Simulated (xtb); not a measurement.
xtb input (GFN2-xTB):

```bash
xtb mol.xyz --gfn 2 --ohess tight --chrg 0 --uhf 0
```
mol.xyz:
```
17

Si    -0.22803565    -0.38582619     0.55313810
Br    -1.68658425    -0.93053447     2.14558010
O     -0.66032905     1.03705391    -0.30460621
C     -0.71486156     2.10870312     0.52757057
O      1.36159004    -0.18924070     1.24774746
C      2.32008178     0.03394518     0.28196186
O     -0.06520179    -1.73291548    -0.57036977
C     -1.25117253    -1.79776493    -1.37694613
H     -1.00649760     3.02452976    -0.01548018
H     -1.41798436     1.96216462     1.33407907
H      0.27937227     2.26670076     1.01979327
H      2.06708533     0.92473527    -0.40244413
H      2.47394044    -0.92911504    -0.37438128
H      3.25924629     0.19276057     0.74080377
H     -2.14570360    -1.93411545    -0.77347995
H     -1.37911619    -0.92983871    -1.98474028
H     -1.15651889    -2.65832751    -2.04551342
```

End of the output:

```
optimized geometry written to: xtbopt.xyz

           -------------------------------------------------
          | TOTAL ENERGY              -29.202055306137 Eh   |
          | TOTAL ENTHALPY            -29.062455641132 Eh   |
          | TOTAL FREE ENERGY         -29.116440555854 Eh   |
          | GRADIENT NORM               0.000298008953 Eh/α |
          | HOMO-LUMO GAP               7.677802018170 eV   |
           -------------------------------------------------

------------------------------------------------------------------------
------------------------------------------------------------------------
 total:
 SCF:
 ANC optimizer:
 analytical hessian:
```
